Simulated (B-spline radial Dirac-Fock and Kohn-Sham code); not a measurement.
# Photoemission from W at 4000 eV, detector at θ = 90°, φ = 0°

System: atomic tungsten, 1s2 2s2 2p6 3s2 3p6 3d10 4s2 4p6 4d10 4f14 5s2 5p6 5d4 6s2. Model: Dirac-Hartree-Slater photoionisation with a Latter tail; cross sections with all multipoles, angular parameters from the dipole term and its interference with E2. Program: an atomic code on a B-spline grid. Thresholds are tabulated edges, those marked * orbital energies of the model. For linearly polarised light dσ/dΩ = σ/(4π) [1 + β P₂(cos θ) + (δ + γ cos²θ) sin θ cos φ], with θ from the polarisation vector and φ the angle between the beam and the projection of the electron momentum on the plane normal to the polarisation. The dipole factor is 1 + βP₂ and the non-dipole term is the rest of the bracket. Open shells are filled statistically over j.

```csv
subshell,threshold (eV),σ (kb),β,γ,δ,dipole factor,non-dipole term,dσ/dΩ (kb/sr)
3s,2820.0,17.6,1.93,0.65,-0.001,0.036,-0.001,0.0496
3p1/2,2575.0,25.5,1.50,0.12,0.013,0.250,+0.013,0.533
3p3/2,2281.0,53.5,1.56,-0.02,0.011,0.218,+0.011,0.974
3d3/2,1872.0,57.9,1.23,0.18,0.071,0.385,+0.071,2.10
3d5/2,1809.0,79.8,1.22,0.24,0.070,0.391,+0.070,2.92
4s,594.1,5.20,1.94,0.06,-0.002,0.030,-0.002,0.0116
4p1/2,490.4,6.39,1.69,-0.01,-0.005,0.156,-0.005,0.0771
4p3/2,423.6,12.4,1.74,-0.01,0.006,0.131,+0.006,0.135
4d3/2,255.9,9.54,1.37,0.46,0.061,0.315,+0.061,0.286
4d5/2,243.5,13.1,1.30,0.50,0.063,0.350,+0.063,0.429
4f5/2,44.80*,1.77,0.93,0.93,0.210,0.533,+0.210,0.105
4f7/2,42.39*,2.20,0.91,0.93,0.214,0.545,+0.214,0.133
5s,75.60,0.980,1.94,0.00,-0.002,0.028,-0.002,0.00210
5p1/2,55.40*,0.997,1.70,0.01,-0.005,0.148,-0.005,0.0113
5p3/2,44.98*,1.83,1.76,0.01,0.006,0.122,+0.006,0.0186
5d3/2,7.69*,0.257,1.38,0.50,0.059,0.309,+0.059,0.00754
5d5/2,6.83*,0.335,1.30,0.53,0.062,0.348,+0.062,0.0109
6s,7.41*,0.0909,1.94,0.00,-0.002,0.028,-0.002,0.000193
```

Values without a named source are computed, but for edge energies of neutral atoms, which are taken from tables.
